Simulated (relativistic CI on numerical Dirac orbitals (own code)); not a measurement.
Fe6+: M2,3 absorption edge

Computed with this model: Dirac-Coulomb-Breit CI, orbitals from a KLI potential per configuration, QED by a radiative potential, valence Slater integrals scaled by 0.8, multiplet model of core-to-valence dipole absorption; configurations [Ar] 3d2 → [Ne] 3s2 3p5 3d3; 10 K; Lorentzian 1.2 eV and Gaussian 0.3 eV FWHM. Energies are those of the free ion, without screening or charge transfer. The branching ratio is the share of the lower-energy edge in the whole absorption, uncertain by about 0.02 where the edges overlap. S is read from ⟨S²⟩ = S(S + 1).

Field parameters in Wybourne normalisation: D3d B²₀ = −7Dσ, B⁴₀ = −14Dq − 21Dτ, B⁴₃ = −14√(10/7) Dq; D4h B²₀ = −7Ds, B⁴₀ = 21(Dq − Dt), B⁴₄ = 21√(5/14) Dq; Oh B⁴₀ = 21Dq, B⁴₄ = √(5/14) B⁴₀. The field is a parameter set, without covalency.

free ion: ground-state S = 1.00, centroid 69.11 eV. Peaks (eV, height): 60.2 (15), 63.8 (58), 68.5 (22), 70.8 (100), 74.5 (61).

D3d, 10Dq = 38850, Dσ = 880, Dτ = 280 cm⁻¹: ground-state S = 1.00, centroid 69.67 eV. Peaks (eV, height): 54.8 (6), 57.8 (8), 58.8 (9), 60.8 (10), 67.2 (57), 73.5 (100), 79.0 (16), 80.8 (9).

D3d, 10Dq = 34300, Dσ = -830, Dτ = -100 cm⁻¹: ground-state S = 1.00, centroid 69.62 eV. Peaks (eV, height): 58.8 (8), 60.2 (9), 66.8 (66), 73.0 (100), 78.2 (18), 79.5 (11).

Oh, 10Dq = 38400 cm⁻¹: ground-state S = 1.00, centroid 69.63 eV. Peaks (eV, height): 57.2 (7), 58.5 (8), 60.8 (9), 61.8 (8), 67.0 (51), 73.2 (100), 78.5 (16), 80.2 (9).

D3d, 10Dq = 10900, Dσ = 470, Dτ = 240 cm⁻¹: ground-state S = 1.00, centroid 69.32 eV. Peaks (eV, height): 61.2 (14), 65.0 (60), 71.5 (100), 75.8 (41).

D4h, 10Dq = 19850, Ds = 730, Dt = 460 cm⁻¹: ground-state S = 1.00, centroid 69.37 eV. Peaks (eV, height): 59.2 (6), 62.0 (14), 65.2 (59), 71.8 (100), 76.2 (33).

Strongest unbroadened transitions for D4h, 10Dq = 19850, Ds = 730, Dt = 460 cm⁻¹:

```csv
Energy (eV),Relative strength
64.92,34.0
64.98,27.5
65.26,32.7
65.38,32.6
65.64,36.2
69.93,23.0
70.51,16.1
71.50,100.0
71.71,45.2
71.78,45.3
71.80,14.4
71.90,21.5
72.21,48.9
72.36,18.4
72.65,23.5
76.02,24.6
76.09,18.8
76.46,38.2
```
